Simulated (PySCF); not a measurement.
# Computed properties of BBr3, SMILES BrB(Br)Br

BBr₃, SMILES BrB(Br)Br. The structure is a stationary point at r2SCAN-D4/def2-SVP. The isomer is the one that the SMILES or the coordinates give; other isomers of the formula were not compared. Other conformers were not sampled. All values are computed for the isolated molecule unless a solvent is named; none is compared with measurement here.

**Structure.** The optimised structure has D3h symmetry. All 6 harmonic modes at r2SCAN-D4/def2-SVP (PySCF) are real, so it is a minimum. With heavy atoms numbered as in [B:1]([Br:2])([Br:3])[Br:4], the shortest bond between them is B1–Br3 at 1.905 Å and the longest B1–Br4 at 1.905 Å.

**Vibrations.** The strongest infrared lines (harmonic, unscaled, degenerate partners summed) lie at 836 cm⁻¹ (610 km/mol, B 93 %), 384 cm⁻¹ (1 km/mol, B 96 %). The softest mode is at 153 cm⁻¹ and the zero-point energy is 3.8 kcal/mol.

**Electronic structure.** r2SCAN/def2-TZVP (PySCF) places the frontier levels at -7.36 and -2.74 eV, a gap of 4.62 eV, and gives a dipole moment of 0.00 D and a mean polarisability of 72.5 bohr³. PBE/def2-TZVP (PySCF) at the same geometry gives -7.02 and -2.95 eV, so its gap is 0.55 eV narrower. An orbital gap is neither the optical nor the fundamental gap.

**Excitations.** TDA-ωB97X/def2-SVPD (PySCF) has S1 at 5.07 eV (244 nm, f = 0.000, dark); the most intense of the 10 singlets computed lies at 6.30 eV (f = 0.35). Strengths of degenerate partners are summed. T1 (TDA) is at 4.93 eV, 0.14 eV under S1. TDA-PBE/def2-SVPD (PySCF) puts S1 at 4.07 eV. No vertical singlet excitation falls in the visible range (under 3.1 eV).

**NMR.** GIAO shifts at PBE0/pcSseg-1 (PySCF) (non-relativistic, atoms alike by connectivity averaged): ¹¹B at 57.0 ppm against BF3. Without spin–orbit terms, shifts of atoms bonded to Cl or Br come out too high.
